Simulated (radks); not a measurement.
Values are calculated unless marked as measured or tabulated.
Effect of the nuclear size on the samarium ion Sm3+, [Xe] 4f5. Level of theory: Dirac Kohn-Sham, LDA (Slater exchange, Perdew-Wang correlation), spin-unpolarised, spherical densities, finite nucleus; open shells are shared between the two j in proportion to 2j + 1; Fermi nuclear charge, rms radius 5.0819 fm (a radial shooting solver on a logarithmic mesh with Libxc functionals). The rms radius is varied about that value; shifts are against it.

rms radius (fm),total energy shift (eV),density at nucleus (e/bohr^3),1s1/2 shift (meV),2s1/2 shift (meV),4p1/2 shift (meV),5s1/2 shift (meV),5p1/2 shift (meV),4f7/2 shift (meV),6s1/2 (empty) shift (meV)
4.345,-4.53,5.512e+05,-1870,-237,0.390,-1.99,0.111,0.316,-0.399
4.6957,-2.44,5.411e+05,-1010,-128,0.210,-1.07,0.060,0.170,-0.215
5.0819,0,5.31e+05,0.000,0.000,0.000,0.000,0.000,0.000,0.000
5.5037,2.83,5.21e+05,1170,148,-0.243,1.25,-0.070,-0.198,0.249
6.0475,6.74,5.094e+05,2790,352,-0.578,2.97,-0.166,-0.470,0.593

Slopes of the eigenvalues against <r^2> in GHz/fm^2, as finite differences over the two radii next to the reference (eigenvalue slopes, not the field-shift constants of lines): 1s1/2 64000, 2s1/2 8090, 4p1/2 -13.3, 5s1/2 68.1, 5p1/2 -3.80, 4f7/2 -10.8, 6s1/2 (empty) 13.6.
